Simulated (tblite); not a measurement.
A tight-binding relaxation on `CC(C)O[SiH2][C@@H](C)Br`.

Computed with GFN2-xTB geometry optimisation, gas phase (tblite 0.8.0). Start geometry: from a force field or distance geometry. A driver script takes a list of jobs; this job's settings line and coordinates (Å) are shown.

Command:
```bash
OMP_NUM_THREADS=1 python probes_run.py task.json out
```

Input:
```
{"job": {"kind": "relax", "xc": "GFN2-xTB", "basis": "xTB"}, "charge": 0, "multiplicity": 1}
C     -2.812900    -0.899100    -0.013000
C     -1.588500    -0.045900     0.129700
C     -1.990300     1.362000    -0.259800
O     -0.538600    -0.407500    -0.709300
Si     0.814700    -0.731100     0.305600
C      2.434800    -0.307800    -0.504100
C      3.235500     0.624300     0.393400
Br     3.490200    -1.920600    -0.674800
H     -3.293400    -0.777700    -1.013600
H     -3.555800    -0.499400     0.747100
H     -2.655300    -1.980700     0.159900
H     -1.251400    -0.069800     1.209100
H     -2.915100     1.590300     0.365300
H     -2.368600     1.292100    -1.304600
H     -1.196600     2.112200    -0.131900
H      0.876200    -2.116200     0.767300
H      0.683500     0.124200     1.498300
H      2.335000     0.122600    -1.520700
H      3.761400     0.020400     1.195000
H      2.560200     1.343700     0.892500
H      3.966100     1.180900    -0.222500
```

Task: What does the run print?

Result: 
```
step      E/eV     max force
  0    -741.07963    3.251
  1    -741.42048    1.514
  2    -741.51849    1.135
  3    -741.56787    0.764
  4    -741.63674    0.557
  5    -741.67078    0.570
  6    -741.72973    0.475
  7    -741.76187    0.387
  8    -741.78928    0.335
  9    -741.81172    0.385
... (139 lines left out)
149    -742.22098    0.013
150    -742.22102    0.016
151    -742.22108    0.017
152    -742.22114    0.017
153    -742.22120    0.016
154    -742.22123    0.012
155    -742.22126    0.013
156    -742.22129    0.013
157    -742.22132    0.013
158    -742.22134    0.010
```

«max force» is the largest atomic force in eV/Å.

Task: From which step on does the largest force stay under 0.1 eV/Å, and how much energy is left to gain from there?

Result: From step 102 (0.080 eV/Å), 21.6 meV above the end.

In short: energy lowered by 26.3 kcal/mol over 158 steps; largest atomic force 0.010 eV/Å at the end.

The run took 2.6 s of wall time on one thread of an Arm Neoverse N1, no GPU (shared host).
Labels such as C1 count atoms from 1, the log's own numbers from 0.
